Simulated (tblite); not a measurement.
Species: C5H11NOSi.
Cartesian coordinates in Å at the GFN2-xTB level; atoms count from 1:
```
atom  x, y, z in Å
C1     3.8649   -0.1344   -0.6959
N2     2.7468    0.3618   -0.9337
C3     1.5272    0.3619   -0.3572
O4     1.1511    1.2082    0.4239
C5     0.6076   -0.7100   -0.9041
C6    -0.8327   -0.2246   -0.8856
Si7   -1.3224    0.5992    0.7762
C8    -3.1689    0.1622    0.9867
H9     4.6674    0.0364   -1.4025
H10    4.0908   -0.7378    0.1836
H11    0.9366   -1.0122   -1.9013
H12    0.7205   -1.5701   -0.2363
H13   -1.4843   -1.0716   -1.1006
H14   -0.9717    0.4920   -1.6956
H15   -1.2457    2.0569    0.7362
H16   -0.6327   -0.0347    1.9056
H17   -3.3293   -0.9086    1.0738
H18   -3.5690    0.6221    1.8844
H19   -3.7661    0.5127    0.1500
```

Computed values, GFN2-xTB/tblite, gas phase, harmonic and unscaled. This tight-binding method is rough: wavenumbers can miss measured ones by several per cent, in bad cases by 10 to 20. Modes of hydrogen on silicon can be 10 to 20 % off. One conformer, not necessarily the lowest.

Harmonic wavenumbers (cm⁻¹): 29.6, 85.4, 115.3, 128.4, 142.5, 169.7, 184.1, 221.5, 304.1, 379.4, 459.4, 506.6, 622.5, 660.3, 684.5, 688.0, 707.1, 732.6, 752.6, 785.2, 832.0, 841.4, 879.6, 938.7, 979.3, 1072.1, 1091.2, 1115.3, 1133.3, 1191.1, 1278.5, 1307.2, 1381.6, 1427.7, 1445.2, 1482.5, 1502.7, 1509.1, 1717.0, 1819.0, 2214.7, 2280.8, 2937.8, 2941.6, 2962.8, 2985.5, 2998.0, 3033.7, 3037.3, 3037.7, 3052.1.

A = 5325, B = 782.1, C = 716.2 MHz; mass 129.061 u (most abundant isotopes); point group C1, symmetry number 1.

**Question.** What is the zero-point energy?

**Answer.** Half the sum of the wavenumbers: 32393 cm⁻¹ = 92.61 kcal/mol.

**Question.** Give the ideal-gas entropy at 298.15 K and 1 bar in the rigid-rotor, harmonic-oscillator model (classical rotation).

**Answer.** Translation 40.50, rotation 29.07, vibration 32.68: S = 102.3 cal/(mol K).

**Question.** And Cp and H(298.15 K) − H(0)?

**Answer.** Cp = 40.35 cal/(mol K), of which vibrations give 32.40 (their classical limit is 51 R = 101.3); H(298.15 K) − H(0) = 7.38 kcal/mol without the zero-point energy, 5.01 from vibrations.

**Question.** Which modes carry the vibrational entropy at 298.15 K?

**Answer.** 29.6 cm⁻¹: 5.86; 85.4 cm⁻¹: 3.76; 115.3 cm⁻¹: 3.18; 128.4 cm⁻¹: 2.97; 142.5 cm⁻¹: 2.77; 169.7 cm⁻¹: 2.44 cal/(mol K); the other 45 give 11.70 together.

**Question.** Blend soft modes into free rotors: weight 1/[1 + (100 cm⁻¹/ν̃)⁴] for the oscillator and the rest for a rotor with moment μB/(μ + B), μ = h/(8π²ν), B = 10⁻⁴⁴ kg m². What vibrational entropy results?

**Answer.** 30.09 cal/(mol K) in place of 32.68, which changes −T·S at 298.15 K by +0.77 kcal/mol.

Hindered rotation and anharmonicity are outside this model. Other conformers, if any are populated, would add a mixing term that is left out. The structure is chiral; the term R ln 2 for an equal mix with its mirror image is left out.
